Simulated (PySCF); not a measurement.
Two-dimensional NMR puzzle

Compound of formula C$_{3}$H$_{7}$Cl$_{2}$NSi$_{3}$. Correlations simulated from computed shifts and the bond graph:

HSQC (one-bond C–H):
| δH | δC |
| --- | --- |
| 5.92 | 75.3 |
| 0.81 | -9.2 |
| 0.78 | -9.2 |

COSY cross peaks (H two or three bonds apart, from the bond graph; peaks can be absent where the dihedral angle is near 90°):
| δH | δH |
| --- | --- |
| 5.02 | 4.90 |
| 5.02 | 0.81 |
| 5.02 | 0.78 |
| 4.90 | 0.81 |
| 4.90 | 0.78 |
| 0.81 | 0.78 |

HMBC (two and three bonds, from the bond graph):
| δH | δC |
| --- | --- |
| 5.92 | 122.5 |
| 5.02 | 122.5, 75.3, -9.2 |
| 4.90 | 122.5, 75.3, -9.2 |

Carbons without hydrogens: δ 122.5.

Relativity neglected, rapidly exchanging positions averaged, a single conformation, no solvent model. GIAO PBE0/pcSseg-1 shieldings; geometry: GFN2-xTB; PySCF.

Referencing at the same level of theory: ¹H (σ = 31.72 ppm) and ¹³C (σ = 186.93 ppm) against TMS.

Exchangeable hydrogens are left out of these lists.

Work out the connectivity.

Answers

`InChI=1S/C3H7Cl2NSi3/c4-3(5)9(1-6)7-2-8-9/h3H,2,7-8H2`.

Structure with atom numbers: `[N:1]#[C:2][Si:3]1([CH:4]([Cl:5])[Cl:6])[SiH2:7][CH2:8][SiH2:9]1`. Each H is labelled by its parent atom.

δC 122.5 is C2, a nitrile carbon. δC 75.3 is C4, an sp3 CH bonded to 2 Cl and Si (δH 5.92). δC -9.2 is C8, an sp3 CH2 bonded to 2 Si (δH 0.81, 0.78). HMBC from δH 5.92 reaches the proton-free carbon C2. HMBC from δH 5.02 reaches the proton-free carbon C2. HMBC from δH 4.90 reaches the proton-free carbon C2. COSY links 5.02–4.90, 5.02–0.81, 5.02–0.78, 4.90–0.81, 4.90–0.78, 0.81–0.78.

The shifts were computed for this structure.

Carbons that carry Cl, above all several Cl atoms, come out too deshielded, partly because spin–orbit coupling is missing. Shifts are as computed. Against solution values, carbons near 30 ppm lie about +3 ppm off and those near 130 ppm about +5 ppm; carbons on Cl a further +6 ppm. Of 1211 compounds with measured shifts, 218 miss one by over three times the rms of a fit or turn the order of signals round; such compounds aren't used in these exercises.
